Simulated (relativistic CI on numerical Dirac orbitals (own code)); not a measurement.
# What each ingredient does to the levels of In3+

Base calculation: Dirac-Coulomb-Breit CI, separate exchange-only KLI orbitals for each configuration, model QED, valence Slater integrals scaled by 0.85, P86 correlation energy added to each configuration.

CI space (outside the closed core [Kr]): 4d10, 4d9.5s, 4d9.4f, 4d9.5p, 4d9.5d, 4d9.6s, 4d8.5s2, 4d9.6p, 4d8.4f2, 4d9.6d, 4d8.5s.5p, 4d9.5f, 4d9.5g, 4d9.6f, 4d9.6g, 4d8.5p2. Levels of other configurations are missing.

Variants: (1) self-excluded LDA correlation estimate; (2) configuration mixing switched off; (3) non-relativistic limit. Shifts of the energy above 4d10 1S_0, in cm⁻¹, for the lowest level and the first level of each name with at least 55 % of one term (blank where a level changes its place among those of its configuration and J or its character, or is not in the variant):

```
       Level      Base     Δ(1)     Δ(2)      Δ(3)  Measured
   4d10 1S_0       0.0      0.0      0.0       0.0       0.0
 4d9.5s 3D_3  136199.4   -315.0  -2619.7  +20018.6  128641.4
 4d9.5s 3D_2  138385.1   -314.3  -2530.8  +17833.0  130879.2
 4d9.5s 3D_1  143103.9   -315.0  -2625.1  +13114.2  135791.4
 4d9.5s 1D_2  146044.8   -313.1  -2348.4  +14676.4  138662.1
4d9.5p 3P°_2  199912.1    +58.7  -2646.2  +13653.7  193894.2
4d9.5p 3F°_3  202928.9    +58.5  -2722.9  +14045.5  196599.7
4d9.5p 3P°_1  206129.3    +58.8  -2658.4   +7436.5  200553.1
4d9.5p 3F°_4  206773.5    +57.7  -2861.4  +10201.0  201051.4
4d9.5p 3F°_2  208049.5    +58.1  -2807.0   +8925.0  202024.6
4d9.5p 3P°_0  210239.2    +58.7  -2674.8   +3326.5  204947.6
4d9.5p 1D°_2  211375.9    +60.2  -2546.8            205252.2
4d9.5p 3D°_3  211551.0    +59.6  -2517.9            205848.9
4d9.5p 1P°_1  214895.2    +63.8  -2356.2            208598.5
4d9.5p 3D°_1  217114.5    +60.6  -2512.2            211546.8
4d9.5p 3D°_2  218298.0    +60.0  -2525.9            212679.6
 4d9.5d 3S_1  288004.5  +2348.2  -2613.5   +7777.4  285946.9
4d8.5s2 3F_4  288333.5     +7.4  +2095.2  +40938.5  277340.2
 4d9.5d 3P_2  291171.4  +2309.5  -2503.8   +8602.3  288732.1
 4d9.5d 3G_5  291280.7  +2349.3  -2819.4   +8509.4  289432.9
 4d9.5d 3F_4  294206.0  +2202.2  -3117.3            292221.8
 4d9.5d 3P_0  294425.4  +2313.7  -2322.3   +5348.4  292068.6
```

For a near-neutral ion this model can misplace configurations by up to about 10,000 cm⁻¹ (more where the count of f electrons changes) and terms by 10 to 25 % of their spread. Rates follow the energies as ν³ (E1, M1) or ν⁵ (E2), so they and the lifetimes can be off by large factors. The fine structure of a lone outer electron comes out too small, for d and f at times inverted, and misplaced configurations move strength between like terms. 46 of the 69 excited levels that our extract of the measured tables holds in this range could be paired (the sources list more); they are missed by 5231 cm⁻¹ on average and 12329 at most, and levels without a partner can miss by more.

Measured levels: measured levels as listed in Gamrath, thesis, University of Mons (2023).

Ionisation energy from the two ground configurations alone: base 55.77 eV; self-excluded LDA correlation estimate 56.12 eV. The NIST ASD value (measured) is 55.45 eV.

LS names give the leading component of a level, which can be under half, so a name can repeat, a term be missing and a line seem to break the LS rules.
